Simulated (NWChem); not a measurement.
Program: NWChem. System: H₆InP, charge 0, spin multiplicity 1, at a geometry optimised with PBE/def2-SVP with def2 effective core potentials on In. The structure started from a generated list of species. Level: PBE0/def2-SVP with def2 effective core potentials on In.

The NWChem input:

```
start mol
memory heap 200 mb stack 900 mb global 1100 mb
geometry units angstroms nocenter noautoz
  In    -0.620848    -0.430485     0.000000
  H     -0.238084    -1.228822    -1.511619
  H     -0.238084    -1.228822     1.511619
  H     -1.734882     0.921656     0.000000
  P      1.713884     1.188800     0.000000
  H      1.956808     2.107834    -1.070589
  H      3.010743     0.582085     0.000000
  H      1.956808     2.107834     1.070589
  symmetry group Cs
end
basis spherical
  * library def2-svp
end
ecp
  In library def2-ecp
end
dft
  xc pbe0
  semidirect memsize 60000000 filesize 0
  iterations 100
end
task dft energy
```

Part of the output:

```
             Northwest Computational Chemistry Package (NWChem) 7.3.0
             --------------------------------------------------------

                                NWChem Input Module
                                -------------------

 Scaling coordinates for geometry "geometry" by  1.889725989
 (inverse scale =  0.529177249)

 Turning off AUTOSYM since
 SYMMETRY directive was detected!

                             Geometry "geometry" -> ""
                             -------------------------

 Output coordinates in angstroms (scale by  1.889725989 to convert to a.u.)

  No.       Tag          Charge          X              Y              Z
 ---- ---------------- ---------- -------------- -------------- --------------
    1 In                  49.0000    -0.62084800    -0.43048500     0.00000000
    2 H                    1.0000    -0.23808400    -1.22882200    -1.51161900
    3 H                    1.0000    -0.23808400    -1.22882200     1.51161900
    4 H                    1.0000    -1.73488200     0.92165600     0.00000000
    5 P                   15.0000     1.71388400     1.18880000     0.00000000
    6 H                    1.0000     1.95680800     2.10783400    -1.07058900
    7 H                    1.0000     3.01074300     0.58208500     0.00000000
    8 H                    1.0000     1.95680800     2.10783400     1.07058900

 Effective nuclear repulsion energy (a.u.)     227.8280473322

            Nuclear Dipole moment (a.u.)
            ----------------------------
        X                 Y               Z
 ---------------- ---------------- ----------------
     0.0000321253     0.0000000000     0.0000000000

      Symmetry information
      --------------------

 Group name             Cs
 Group number              2
 Group order               2
 No. of unique centers     6

      Symmetry unique atoms

     1    2    4    5    6    7


 Summary of "ao basis" -> "" (spherical)
 ------------------------------------------------------------------------------
       Tag                 Description            Shells   Functions and Types
 ---------------- ------------------------------  ------  ---------------------
 *                          def2-svp                  on all atoms

                                 NWChem DFT Module
                                 -----------------

 Summary of "ao basis" -> "ao basis" (spherical)
 ------------------------------------------------------------------------------
       Tag                 Description            Shells   Functions and Types
 ---------------- ------------------------------  ------  ---------------------
 In                         def2-svp                10       26   4s4p2d
 H                          def2-svp                 3        5   2s1p
 P                          def2-svp                 8       18   4s3p1d

 Summary of "ao basis" -> "ao basis" (spherical)
 ------------------------------------------------------------------------------
       Tag                 Description            Shells   Functions and Types
 ---------------- ------------------------------  ------  ---------------------
 In                         def2-svp                10       26   4s4p2d
 H                          def2-svp                 3        5   2s1p
 P                          def2-svp                 8       18   4s3p1d

      Symmetry analysis of basis
      --------------------------

        a'         49
        a"         25

            General Information
            -------------------
          SCF calculation type: DFT
          Wavefunction type:  closed shell.
          No. of atoms     :     8
          No. of electrons :    42
           Alpha electrons :    21
            Beta electrons :    21
          Charge           :     0
          Spin multiplicity:     1
          Use of symmetry is: on ; symmetry adaption is: on
          Maximum number of iterations: 100
          AO basis - number of functions:    74
                     number of shells:    36
          Convergence on energy requested:  1.00D-06
          Convergence on density requested:  1.00D-05
          Convergence on gradient requested:  5.00D-04

              XC Information
              --------------
                         PBE0 Method XC Functional
                     Hartree-Fock (Exact) Exchange  0.250
          PerdewBurkeErnzerhof Exchange Functional  0.750
            Perdew 1991 LDA Correlation Functional  1.000 local
           PerdewBurkeErnz. Correlation Functional  1.000 non-local

             Grid Information
             ----------------
          Grid used for XC integration:  medium
          Radial quadrature: Mura-Knowles
          Angular quadrature: Lebedev.
          Tag              B.-S. Rad. Rad. Pts. Rad. Cut. Ang. Pts.
          ---              ---------- --------- --------- ---------
          In                  1.55      123          11.0       590
          H                   0.35       45          12.0       434
          P                   1.00       88          11.0       590
          Grid pruning is: on
          Number of quadrature shells:   391
          Spatial weights used:  Erf1

          Convergence Information
          -----------------------
          Convergence aids based upon iterative change in
          total energy or number of iterations.
          Levelshifting, if invoked, occurs when the
          HOMO/LUMO gap drops below (HL_TOL):  1.00D-02
          DIIS, if invoked, will attempt to extrapolate
          using up to (NFOCK): 10 stored Fock matrices.

                    Damping( 0%)  Levelshifting(0.5)       DIIS
                  --------------- ------------------- ---------------
          dE  on:    start            ASAP                start
          dE off:    2 iters        100 iters           100 iters

      Screening Tolerance Information
      -------------------------------
          Density screening/tol_rho:  1.00D-10
          AO Gaussian exp screening on grid/accAOfunc:  14
          CD Gaussian exp screening on grid/accCDfunc:  20
          XC Gaussian exp screening on grid/accXCfunc:  20
          Schwarz screening/accCoul:  1.00D-08

      Superposition of Atomic Density Guess
      -------------------------------------

 Sum of atomic energies:        -561.58363627

      Non-variational initial energy
      ------------------------------

 Total energy =    -533.065754
 1-e energy   =   -1033.056887
 2-e energy   =     387.543946
 HOMO         =      -0.325506
 LUMO         =       0.031051

      Symmetry analysis of molecular orbitals - initial
      -------------------------------------------------

  Numbering of irreducible representations:

     1 a'          2 a"

  Orbital symmetries:

     1 a'          2 a'          3 a"          4 a'          5 a'
     6 a'          7 a'          8 a"          9 a'         10 a'
    11 a"         12 a'         13 a'         14 a"         15 a'
    16 a'         17 a"         18 a'         19 a"         20 a'
    21 a'         22 a'         23 a'         24 a"         25 a'
    26 a'         27 a"         28 a'         29 a'         30 a"
    31 a'

------------------------------------------------------------
EAF file 0: "./mol.aoints.0" size=524288 bytes
------------------------------------------------------------
               write      read    awrite     aread      wait
               -----      ----    ------     -----      ----
     calls:        1         0         0         0         0
   data(b): 5.24e+05  0.00e+00  0.00e+00  0.00e+00
   time(s): 0.00e+00  0.00e+00  0.00e+00  0.00e+00  0.00e+00
rate(mb/s): 0.00e+00  0.00e+00
------------------------------------------------------------

   convergence    iter        energy       DeltaE   RMS-Dens  Diis-err    time
 ---------------- ----- ----------------- --------- --------- ---------  ------
 d= 0,ls=0.0,diis     1   -534.7611405746 -6.47D+02  8.81D-03  1.39D-01     0.8
 d= 0,ls=0.0,diis     2   -534.7855816502 -2.44D-02  3.37D-03  1.90D-02     0.9
 d= 0,ls=0.0,diis     3   -534.7887890588 -3.21D-03  9.45D-04  3.77D-03     1.1
 d= 0,ls=0.0,diis     4   -534.7893980289 -6.09D-04  1.17D-04  5.71D-05     1.3
 d= 0,ls=0.0,diis     5   -534.7894084454 -1.04D-05  2.49D-05  4.47D-06     1.5
 d= 0,ls=0.0,diis     6   -534.7894092916 -8.46D-07  4.27D-06  4.96D-08     1.6

         Total DFT energy =     -534.789409291588
      One electron energy =    -1034.263955974569
           Coulomb energy =      428.966650850045
    Exchange-Corr. energy =      -41.939290768821
 Nuclear repulsion energy =      112.447186601757

 Numeric. integr. density =       42.000006981406

     Total iterative time =      1.4s

                  Occupations of the irreducible representations
                  ----------------------------------------------

                     irrep           alpha         beta
                     --------     --------     --------
                     a'               15.0         15.0
                     a"                6.0          6.0

                       DFT Final Molecular Orbital Analysis
                       ------------------------------------

 Vector   19  Occ=2.000000D+00  E=-3.206589D-01  Symmetry=a'
              MO Center=  8.2D-01,  5.7D-01, -1.9D-14, r^2= 4.0D+00
   Bfn.  Coefficient  Atom+Function         Bfn.  Coefficient  Atom+Function
  ----- ------------  ---------------      ----- ------------  ---------------
    52      0.342674  5 P  px                44     -0.283869  5 P  s
    45     -0.268990  5 P  s                 49      0.269880  5 P  px
     3      0.248838  1 In s                 53      0.236695  5 P  py
    50      0.186438  5 P  py                43     -0.176894  5 P  s
     1     -0.155781  1 In s                 46     -0.152450  5 P  px

 Vector   20  Occ=2.000000D+00  E=-2.760875D-01  Symmetry=a'
              MO Center= -1.0D+00,  2.3D-02, -3.7D-11, r^2= 3.2D+00
   Bfn.  Coefficient  Atom+Function         Bfn.  Coefficient  Atom+Function
  ----- ------------  ---------------      ----- ------------  ---------------
    37      0.351032  4 H  s                 12      0.277032  1 In py
    38      0.251830  4 H  s                 11     -0.192584  1 In px
    27     -0.175678  2 H  s                 32     -0.175678  3 H  s
    19      0.132229  1 In d  0              28     -0.125981  2 H  s
    33     -0.125981  3 H  s                 15      0.103549  1 In py

 Vector   21  Occ=2.000000D+00  E=-2.759949D-01  Symmetry=a"
              MO Center= -3.3D-01, -9.6D-01,  3.7D-11, r^2= 3.2D+00
   Bfn.  Coefficient  Atom+Function         Bfn.  Coefficient  Atom+Function
  ----- ------------  ---------------      ----- ------------  ---------------
    13      0.337358  1 In pz                27     -0.304060  2 H  s
    32      0.304060  3 H  s                 28     -0.218264  2 H  s
    33      0.218264  3 H  s                 18      0.135452  1 In d -1
    16      0.126142  1 In pz                10     -0.115641  1 In pz
     7     -0.107867  1 In pz                20      0.072885  1 In d  1

 Vector   22  Occ=0.000000D+00  E=-1.398503D-02  Symmetry=a'
              MO Center= -1.3D-01, -9.2D-02, -4.5D-14, r^2= 7.8D+00
   Bfn.  Coefficient  Atom+Function         Bfn.  Coefficient  Atom+Function
  ----- ------------  ---------------      ----- ------------  ---------------
    45      1.114841  5 P  s                 14     -0.653914  1 In px
    15     -0.454437  1 In py                61     -0.415518  6 H  s
    71     -0.415518  8 H  s                 66     -0.412284  7 H  s
    11     -0.334175  1 In px                44      0.331761  5 P  s
    12     -0.232561  1 In py                43      0.219864  5 P  s

 Vector   23  Occ=0.000000D+00  E= 6.183451D-03  Symmetry=a'
              MO Center=  1.8D+00,  1.1D+00, -2.7D-09, r^2= 3.7D+00
   Bfn.  Coefficient  Atom+Function         Bfn.  Coefficient  Atom+Function
  ----- ------------  ---------------      ----- ------------  ---------------
    66      0.932117  7 H  s                 53      0.844374  5 P  py
    52     -0.584158  5 P  px                61     -0.463501  6 H  s
    71     -0.463501  8 H  s                 65      0.288495  7 H  s
    38     -0.244432  4 H  s                 15      0.216088  1 In py
    50      0.206149  5 P  py                14     -0.147676  1 In px

 Vector   24  Occ=0.000000D+00  E= 6.193690D-03  Symmetry=a"
              MO Center=  1.6D+00,  1.3D+00,  2.7D-09, r^2= 3.7D+00
   Bfn.  Coefficient  Atom+Function         Bfn.  Coefficient  Atom+Function
  ----- ------------  ---------------      ----- ------------  ---------------
    54      1.026675  5 P  pz                61      0.805701  6 H  s
    71     -0.805701  8 H  s                 16      0.261570  1 In pz
    51      0.250667  5 P  pz                60      0.249617  6 H  s
    70     -0.249617  8 H  s                 28      0.211386  2 H  s
    33     -0.211386  3 H  s                 56     -0.158335  5 P  d -1

 center of mass
 --------------
 x =  -0.16794991 y =  -0.11637017 z =   0.00000000

 moments of inertia (a.u.)
 ------------------
         302.125604707648        -364.408056339539           0.000000000000
        -364.408056339539         574.903996141475           0.000000000000
           0.000000000000           0.000000000000         827.634616734659

     Multipole analysis of the density
     ---------------------------------

     L   x y z        total         alpha         beta         nuclear
     -   - - -        -----         -----         ----         -------
     0   0 0 0     -0.000000    -21.000000    -21.000000     42.000000

     1   1 0 0      1.240906    -15.804819    -15.804819     32.850545
     1   0 1 0      0.861375    -10.958294    -10.958294     22.777963
     1   0 0 1     -0.000000     -0.000000     -0.000000      0.000000

     2   2 0 0    -26.930966   -142.026342   -142.026342    257.121718
     2   1 1 0      3.960077    -78.659027    -78.659027    161.278130
     2   1 0 1      0.000000      0.000000      0.000000      0.000000
     2   0 2 0    -29.887487    -83.123492    -83.123492    136.359497
     2   0 1 1     -0.000000     -0.000000     -0.000000      0.000000
     2   0 0 2    -32.636250    -28.570992    -28.570992     24.505735

 Task  times  cpu:        1.6s     wall:        1.6s

 Total times  cpu:        1.7s     wall:        1.7s
```
